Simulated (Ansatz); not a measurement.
Ansatz (a first-principles code) input (CCSD(T)/def2-SVPD):

Ansatz 0.2 input:
```yaml
crystal:
  periodic: [false, false, false]
  atoms:
    - {symbol: Cu, position_ang: [-0.00000000, -0.00000000, -1.21726486]}
    - {symbol: Br, position_ang: [0.00000000, 0.00000000, 1.00859089]}
basis:
  gaussian:
    orbitals: def2-SVPD
magnetization: {spin_polarized: false}
correlation: {method: ccsd_t, electrons: outside_noble_gas}
output: {forces: true}
```

End of the output:

```
mean field evaluation 8: about -114583.6288 eV, gradient 1.4e-1 eV
mean field evaluation 16: about -114579.9938 eV, gradient 5.5e1 eV
mean field evaluation 32: about -114571.5009 eV, gradient 1.4e1 eV
mean field -114583.62910188 eV, -4210.8707019208 hartree, gradient 3.4e-6 eV, S^2 0.000000; 1 other end points of the search recorded, 0 dependent functions left out
23 core orbitals not correlated
reference -114583.62910188 eV, -4210.8707019208 hartree; 9, 9 occupied and 43, 43 virtual orbitals, 756 factors
densities: 0.16 GiB planned
second order -11.62747366 eV of doubles, -0.00000000 eV of singles
coupled cluster: 0.13 GiB planned
cycle   1  -10.44478665 eV  change     1.2e0 eV  update   1.3e-1
cycle   2  -10.90778258 eV  change   -4.6e-1 eV  update   6.4e-2
cycle   3  -10.97295632 eV  change   -6.5e-2 eV  update   2.3e-2
cycle   4  -10.96975726 eV  change    3.2e-3 eV  update   1.3e-2
cycle   5  -10.95778461 eV  change    1.2e-2 eV  update   8.2e-3
cycle   6  -10.95979653 eV  change   -2.0e-3 eV  update   4.6e-3
cycle   7  -10.96407076 eV  change   -4.3e-3 eV  update   2.7e-3
cycle   8  -10.96410556 eV  change   -3.5e-5 eV  update   1.2e-3
cycle   9  -10.96412964 eV  change   -2.4e-5 eV  update   4.7e-4
cycle  10  -10.96436321 eV  change   -2.3e-4 eV  update   1.9e-4
cycle  11  -10.96418511 eV  change    1.8e-4 eV  update   9.7e-5
cycle  12  -10.96412474 eV  change    6.0e-5 eV  update   3.7e-5
cycle  13  -10.96414831 eV  change   -2.4e-5 eV  update   2.2e-5
cycle  14  -10.96416339 eV  change   -1.5e-5 eV  update   9.3e-6
cycle  15  -10.96415567 eV  change    7.7e-6 eV  update   3.8e-6
perturbative correction -0.43937819 eV, -0.0161468508 hartree
the calculation of the forces begins
Total energy: -114595.03263575 eV, -4211.2897740608 hartree
Atom 0 at    -0.000000    -0.000000    -1.217265 Å, force    -0.000000     0.000000    -0.353376 eV/Å
Atom 1 at     0.000000     0.000000     1.008591 Å, force    -0.000000    -0.000000     0.353376 eV/Å
Dipole moment:     0.000000    -0.000000    -1.263947 e Å
```
